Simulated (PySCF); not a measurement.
**Core-level binding energies of Zn(tBu)2**

Zn(tBu)2, C8H18Zn (singlet state).
Structure used (PBE0-D3(BJ)/def2-SVP), in Å, numbered top down from 1:
```
atom  x, y, z in Å
Zn1   -0.007   -0.013    0.001
C2    -0.006   -0.002    1.987
C3    -1.431    0.206    2.495
C4     0.888    1.133    2.483
C5     0.531   -1.339    2.496
H6    -1.454    0.216    3.604
H7    -1.861    1.164    2.158
H8    -2.114   -0.596    2.169
H9     0.531    2.123    2.152
H10    1.931    1.026    2.140
H11    0.917    1.154    3.592
H12    1.565   -1.530    2.164
H13   -0.086   -2.192    2.166
H14    0.542   -1.360    3.605
C15   -0.007   -0.008   -1.985
C16    1.416   -0.232   -2.492
C17   -0.522    1.343   -2.478
C18   -0.917   -1.122   -2.499
H19    1.441   -0.232   -3.601
H20    2.109    0.559   -2.158
H21    1.832   -1.198   -2.162
H22    0.110    2.182   -2.140
H23   -1.552    1.549   -2.143
H24   -0.533    1.378   -3.587
H25   -1.962   -0.996   -2.170
H26   -0.584   -2.121   -2.170
H27   -0.930   -1.137   -3.608
```

Computed with delta-SCF UKS SCAN, pcX-2 on the ionised atom (unc-x2c-TZVPall on a metal), pcseg-1 elsewhere, spin-free X2C in PySCF 2.14.0. Each binding energy is the total energy of the core-ionised species, with the hole localised on one atom, minus that of the ground state; both are solved self-consistently, so orbital relaxation is included.

Question: List the computed XPS lines with their assignment.

Answer: 
| atom(s) | environment | level | binding energy (eV) | above the level's lowest (eV) | count |
| --- | --- | --- | --- | --- | --- |
| C3 (×6) | carbon bonded to C and 3 H | C 1s | 290.12 | +0.81 | 6 |
| C2/C15 | carbon bonded to 3 C and Zn | C 1s | 289.31 | 0.00 | 2 |

The listed C 1s values span 0.81 eV, from C2/C15 (bonded to 3 C and Zn) to C3 (×6) (bonded to C and 3 H).

Question: Which photon energy gives electrons from C 1s of C2/C15 a kinetic energy of 100 eV, and what is their de Broglie wavelength?

Answer: hν = 289.31 + 100 = 389.31 eV, recoil neglected; λ = 12.264 Å/√(E/eV) = 1.23 Å.

The first atom of each set that the bonding makes equivalent was ionised and stands for the set. Not every level is listed. No level of zinc is listed. Isolated species at its PBE0-D3(BJ)/def2-SVP geometry, gas phase. Metal 2p energies of this one-determinant scheme are less reliable than its 1s energies.
